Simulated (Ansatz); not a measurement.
Pulling the pair apart

The pair of Cl⁻ (SMILES [Cl-], atom 1) and CH4O (SMILES CO, atoms 2–7), both closed shells, in one local arrangement (a lower one may exist), relaxed at PBE0-D4/def2-TZVPD:

Cl1  (0.285, -0.036, -2.783)
C2  (-0.264, -0.050, 0.730)
O3  (0.957, 0.307, 0.163)
H4  (-0.176, 0.023, 1.821)
H5  (-0.559, -1.081, 0.481)
H6  (-1.087, 0.608, 0.410)
H7  (0.845, 0.228, -0.822)
(Å)

CH4O is shifted rigidly along the line between the mean atom positions of the two fragments (negative: closer). Counterpoise interaction energies in kcal/mol. Computed with Ansatz 0.2.0 (basis: def2-TZVPPD); correlated methods freeze the cores. B3LYP uses VWN-RPA correlation.

```
shift (Å)      HF  PBE0-D4  B3LYP-D4
    -0.21   -9.78   -17.04    -16.14
    -0.10  -11.73   -18.00    -17.30
     0.00  -12.84   -18.25    -17.72
     0.10  -13.35   -18.03    -17.63
     0.25  -13.39   -17.22    -16.96
     0.51  -12.37   -15.03    -14.92
     1.03   -9.46   -10.83    -10.79
     2.06   -5.28    -5.71     -5.74
```

**Question.** What does CCSD(T) give at these shifts? (Judge from chemistry; the value comes from the calculation.)

**Answer.** Computed: -14.64, -15.89, -16.39, -16.37, -15.79, -13.92, -10.08, -5.31 kcal/mol. For zero shift, CCSD(T) at an estimated basis limit (MP2 extrapolated from triple and quadruple zeta, plus CCSD(T) − MP2 in triple zeta) gives -17.27 kcal/mol. These are counterpoise interaction energies, counted from the two frozen fragments.

T1 diagnostic: at most 0.010.

For scale, one of the runs: CCSD(T)/def2-TZVPPD, 196 basis functions, launched by `ansatz run in.yaml --threads 2 --pin off --events-out ev --progress --plain --max-ram 5222MiB`. The run took 31 s on 2 CPU threads of an Intel Xeon 6975P-C (shared host), with 2.5 GiB of host memory at its peak.
